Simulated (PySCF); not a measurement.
**Radial density of Sc⁺ (scandium, charge +1)**

B97-3, [Ar] 4s1 4p1, 4s spin antiparallel (an excited configuration). All numbers are calculated (PySCF 2.14, scalar relativity by spin-free X2C-1e, in x2c-TZVPPall (6s5p4d2f1g, 64 functions)).

```csv
r (bohr),4πr²ρ (e/bohr),4πr²(ρα − ρβ)
0.00143,0.1923,-0.0001
0.00241,0.4938,-0.0003
0.00405,1.247,-0.0008
0.00681,3.021,-0.0018
0.0115,6.797,-0.0040
0.0193,13.46,-0.0074
0.0324,21.61,-0.0099
0.0545,24.74,-0.0047
0.0918,19.58,0.0101
0.154,20.76,0.0074
0.260,26.12,-0.0151
0.437,11.80,0.0010
0.734,7.685,-0.0293
1.24,6.541,0.0075
2.08,1.175,-0.1354
3.49,0.6747,0.0052
5.88,0.09693,0.0460
9.89,0.0007818,0.0008
```

Densities and radii are taken from the X2C orbitals without a picture-change correction, which distorts them close to the nucleus.

With the s spin flipped the determinant is a mixture of two multiplicities, not a spectroscopic state.
